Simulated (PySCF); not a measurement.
Working out the ionisation energy of Ca

Ca [Ar] 4s2 (1S) → Ca⁺ [Ar] 4s1 (2S). Calculation: PySCF 2.14, in aug-cc-pwCVTZ-X2C (9s8p6d3f, 84 functions); the spin-free X2C one-electron Hamiltonian (Gaussian nucleus). Frozen: nothing. Energies in hartree (1 hartree = 27.21139 eV):

| part | Ca (lower) | Ca⁺ (upper) |
| --- | --- | --- |
| UHF | -679.636724 | -679.447951 |
| MP2 opposite-spin | -0.238170 | -0.212344 |
| MP2 same-spin | -0.093277 | -0.088411 |

**Question.** What does Hartree-Fock give?

**Answer.** (-679.447951) − (-679.636724) = 0.188773 hartree = 5.137 eV.

**Question.** What do MP2 and SCS-MP2 (6/5 opposite-spin, 1/3 same-spin) give?

**Answer.** The opposite-spin parts differ by 0.703 eV and the same-spin parts by 0.132 eV. MP2: 5.137 + (0.703) + (0.132) = 5.972 eV. SCS-MP2: 5.137 + 1.2 × (0.703) + (0.132)/3 = 6.025 eV.

Measured between the centres of the two terms (NIST): 6.113 eV, so MP2 (all electrons) is off by -0.141 eV.

What remains against the reference includes basis incompleteness and correlation beyond second order.
